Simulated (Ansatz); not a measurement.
Si(vinyl)4 (C8H12Si), relaxed as a singlet with RKS r2SCAN-D4/def2-SVP in Ansatz, starting from the GFN2-xTB geometry. Force threshold 0.02 eV/Å.

Start:

Cartesian coordinates in Å:
```
Si 0.0343 -0.0009 0.0537
C 0.5965 -0.0984 -1.7525
C 0.7967 0.9528 -2.5314
H 0.7540 -1.0852 -2.1721
H 0.6585 1.9588 -2.1690
H 1.1103 0.8650 -3.5615
C 0.9243 1.3868 0.9861
C 2.0699 1.9364 0.6168
H 0.4550 1.7428 1.8964
H 2.5809 1.6255 -0.2801
H 2.5505 2.7202 1.1838
C 0.4321 -1.6438 0.9081
C -0.2831 -2.7486 0.7702
H 1.3100 -1.6771 1.5430
H -1.1667 -2.7749 0.1530
H -0.0278 -3.6751 1.2636
C -1.8252 0.3603 0.0901
C -2.6771 -0.1464 0.9670
H -2.2066 1.0432 -0.6604
H -2.3559 -0.8341 1.7327
H -3.7305 0.0926 0.9626
```

```tsv
step	energy (eV)	largest force component (eV/Å)	SCF passes
1	-16352.2739	1.187	19
2	-16352.3917	0.352	19
3	-16352.3923	0.135	19
4 (rejected)	-16352.3860	0.226	19
5	-16352.4049	0.047	20
6	-16352.4057	0.016	20
```

Force components are those of the run's own axes.

End:

```csv
atom,x (Å),y (Å),z (Å)
Si1,0.0409,-0.0043,0.0598
C2,0.5999,-0.0925,-1.7346
C3,0.8386,0.9703,-2.5205
H4,0.6968,-1.0919,-2.1844
H5,0.7630,1.9986,-2.1439
H6,1.1191,0.8646,-3.5763
C7,0.9281,1.3827,0.9667
C8,2.0690,1.9749,0.5798
H9,0.4798,1.7103,1.9174
H10,2.5709,1.7002,-0.3566
H11,2.5516,2.7577,1.1791
C12,0.4264,-1.6363,0.9129
C13,-0.3206,-2.7482,0.8134
H14,1.3543,-1.6981,1.5010
H15,-1.2591,-2.7673,0.2445
H16,-0.0305,-3.6918,1.2931
C17,-1.8059,0.3449,0.0990
C18,-2.6945,-0.1976,0.9466
H19,-2.1754,1.0894,-0.6230
H20,-2.3967,-0.9477,1.6902
H21,-3.7558,0.0818,0.9360
```

By distances, no bond broke or formed. The bond that changes most is C12–C13, from 1.32 to 1.34 Å (atoms count from 1).

No frequencies were taken in this run, so the end may be a saddle point.

It took 28 s on 2 threads of AMD EPYC 7R13 on a shared host and a share (18 GiB) of an NVIDIA H100 80GB HBM3, peak host memory 0.85 GiB.
